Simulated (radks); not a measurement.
Task: Species: Cr IV. Configuration: [Ar] 3d3. All-electron calculation, scalar-relativistic Kohn-Sham, PW91, spin-polarised, spherical densities, finite nucleus; open shells are filled with parallel spins first; Fermi nuclear charge, rms radius 3.6452 fm. Program: a radial shooting solver on a logarithmic mesh with Libxc functionals. Some entries of the table are withheld. Estimate them.

orbital,occ.,eigenvalue (Ry),r(max) (bohr),<r> (bohr)
1s down,1,-435.2405,0.04161,0.06355
1s up,1,-435.2394,0.04161,0.06356
2s up,1,-52.04598,0.2436,0.2933
2s down,1,-51.94559,0.2434,0.2929
2p up,3,-44.21693,0.1977,0.2601
2p down,3,-44.14009,0.1976,0.2596
3s up,1,-8.38807,0.7724,0.8872
3s down,1,-8.13197,0.7729,0.8893
3p up,3,-6.26033,(1),(2)
3p down,3,-6.00899,(3),(4)
3d up,3,-2.97761,0.7896,1.097
3d down,0,-2.74101,0.7959,1.123
4s up,0,-2.18107,2.174,2.413
4s down,0,-2.06284,2.202,2.405
4p up,0,-1.71296,2.484,2.731

Result: 
(1) 3p up r(max) (bohr): 0.7901
(2) 3p up <r> (bohr): 0.9364
(3) 3p down r(max) (bohr): 0.7911
(4) 3p down <r> (bohr): 0.9408
